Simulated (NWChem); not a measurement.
# C2H2BrF; SMILES C(/Br)=C/F

```xyz
6

F     -0.7946     2.0564     0.0000
C      0.4910     1.7576     0.0000
C      0.9598     0.5128     0.0000
Br    -0.1412    -0.9946     0.0000
H      1.1486     2.6324     0.0000
H      2.0333     0.3231     0.0000
```
Atoms are numbered in this order, from 1.

Coordinates come from a PBE0/def2-SVP optimisation. B3LYP is NWChem's, with the RPA form of VWN correlation.

Spin-orbit effects, on the heavy nuclei and on their neighbours, are missing.

Q: Give the principal values of the shielding tensors (ppm) of F1, C2, C3, Br4 from B3LYP/6-31G* (spherical d), GIAO (NWChem), with their diamagnetic and paramagnetic parts as GIAO splits them.

A: 
| atom | σ11 | σ22 | σ33 | isotropic | diamagnetic | paramagnetic |
|---|---|---|---|---|---|---|
| F1 | 203.0 | 259.8 | 418.9 | 293.9 | 472.7 | -178.7 |
| C2 | -48.6 | 84.0 | 99.0 | 44.8 | 252.7 | -207.9 |
| C3 | 19.1 | 113.9 | 143.6 | 92.2 | 258.7 | -166.5 |
| Br4 | 1840.4 | 2333.2 | 2825.3 | 2333.0 | 3120.2 | -787.2 |
